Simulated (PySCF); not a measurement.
Charge on either side of a bond

C₅H₉NO₂.
SMILES with atom numbers: `[CH3:1][O:2][CH2:3]/[CH:4]=[N:5]/[C:6]([CH3:7])=[O:8]` (hydrogens: H9, H10, H11 on C1; H12, H13 on C3; H14 on C4; H15, H16, H17 on C7)

Structure used (GFN2-xTB), in Å, numbered top down from 1:
```
atom  x, y, z in Å
C1     2.6364    0.5671    0.3879
O2     2.4602   -0.8095    0.1508
C3     1.2343   -1.3046    0.6263
C4     0.0616   -0.8463   -0.1896
N5    -1.0459   -0.6015    0.3354
C6    -2.2754   -0.2658   -0.1525
C7    -2.6268    1.1779    0.1394
O8    -3.0418   -1.0700   -0.6234
H9     1.8821    1.1683   -0.1329
H10    3.6250    0.8194    0.0105
H11    2.5860    0.7928    1.4598
H12    1.3008   -2.3948    0.5339
H13    1.0774   -1.0491    1.6838
H14    0.2590   -0.7377   -1.2613
H15   -3.5562    1.4288   -0.3632
H16   -1.8284    1.8395   -0.1892
H17   -2.7554    1.2974    1.2130
```

Atomic charges (e) from the PBE0/pcSseg-1 density (PySCF):

```json
{"atom": "C1", "Mulliken": "-0.0343", "IAO": "-0.2044", "Hirshfeld": "-0.0405", "ESP-fitted": "-0.1259"}
{"atom": "O2", "Mulliken": "-0.5142", "IAO": "-0.3886", "Hirshfeld": "-0.1453", "ESP-fitted": "-0.3464"}
{"atom": "C3", "Mulliken": "+0.0900", "IAO": "-0.0721", "Hirshfeld": "+0.0021", "ESP-fitted": "-0.0120"}
{"atom": "C4", "Mulliken": "+0.0638", "IAO": "+0.0503", "Hirshfeld": "+0.0740", "ESP-fitted": "+0.3418"}
{"atom": "N5", "Mulliken": "-0.3961", "IAO": "-0.2575", "Hirshfeld": "-0.1182", "ESP-fitted": "-0.5962"}
{"atom": "C6", "Mulliken": "+0.3413", "IAO": "+0.4526", "Hirshfeld": "+0.1842", "ESP-fitted": "+0.8391"}
{"atom": "C7", "Mulliken": "-0.2807", "IAO": "-0.4789", "Hirshfeld": "-0.1260", "ESP-fitted": "-0.6231"}
{"atom": "O8", "Mulliken": "-0.3766", "IAO": "-0.4476", "Hirshfeld": "-0.2737", "ESP-fitted": "-0.5439"}
{"atom": "H9", "Mulliken": "+0.0948", "IAO": "+0.1199", "Hirshfeld": "+0.0342", "ESP-fitted": "+0.0805"}
{"atom": "H10", "Mulliken": "+0.1287", "IAO": "+0.1633", "Hirshfeld": "+0.0545", "ESP-fitted": "+0.1222"}
{"atom": "H11", "Mulliken": "+0.0960", "IAO": "+0.1258", "Hirshfeld": "+0.0401", "ESP-fitted": "+0.0952"}
{"atom": "H12", "Mulliken": "+0.1530", "IAO": "+0.1744", "Hirshfeld": "+0.0616", "ESP-fitted": "+0.1096"}
{"atom": "H13", "Mulliken": "+0.1163", "IAO": "+0.1373", "Hirshfeld": "+0.0426", "ESP-fitted": "+0.0904"}
{"atom": "H14", "Mulliken": "+0.1063", "IAO": "+0.1282", "Hirshfeld": "+0.0534", "ESP-fitted": "+0.0504"}
{"atom": "H15", "Mulliken": "+0.1391", "IAO": "+0.1684", "Hirshfeld": "+0.0537", "ESP-fitted": "+0.1613"}
{"atom": "H16", "Mulliken": "+0.1241", "IAO": "+0.1548", "Hirshfeld": "+0.0465", "ESP-fitted": "+0.1691"}
{"atom": "H17", "Mulliken": "+0.1485", "IAO": "+0.1741", "Hirshfeld": "+0.0569", "ESP-fitted": "+0.1880"}
```

Q: Cut each of the bonds C1–O2, O2–C3, C3–C4, N5–C4, C6–N5 and C7–C6 in turn and sum the charges on the side of the atom named first.

A: In e; the other side holds the opposite charge:

| bond cut | piece | atoms | Mulliken | IAO | Hirshfeld | ESP-fitted |
| --- | --- | --- | --- | --- | --- | --- |
| C1–O2 | CH3 | 4 | +0.285 | +0.205 | +0.088 | +0.172 |
| O2–C3 | CH3O | 5 | -0.229 | -0.184 | -0.057 | -0.174 |
| C3–C4 | C2H5O | 8 | +0.130 | +0.056 | +0.049 | +0.014 |
| N5–C4 | C2H3NO | 7 | -0.300 | -0.234 | -0.177 | -0.406 |
| C6–N5 | C2H3O | 6 | +0.096 | +0.023 | -0.058 | +0.190 |
| C7–C6 | CH3 | 4 | +0.131 | +0.018 | +0.031 | -0.105 |

Extremes among these pieces. Mulliken: lowest C2H3NO at N5, highest CH3 at C1; IAO: lowest C2H3NO at N5, highest CH3 at C1; Hirshfeld: lowest C2H3NO at N5, highest CH3 at C1; ESP-fitted: lowest C2H3NO at N5, highest C2H3O at C6.

Q: Do the schemes agree better on the pieces than on the single atoms at the cuts?

A: The spread between schemes averages 0.200 e for the pieces and 0.389 e for the atoms named first; it is smaller for the piece at 5 of the 6 cuts. On average they agree better on the pieces. The sign differs between schemes (beyond ±0.03 e) for C2H3O at C6 and CH3 at C7.

Geometry: GFN2-xTB, one conformer, isolated molecule.

The run behind these numbers computed NMR shieldings as well. Time: 24 s; peak memory 0.81 GiB. Hardware: one thread of an Arm Neoverse V2, no GPU, on a shared host.
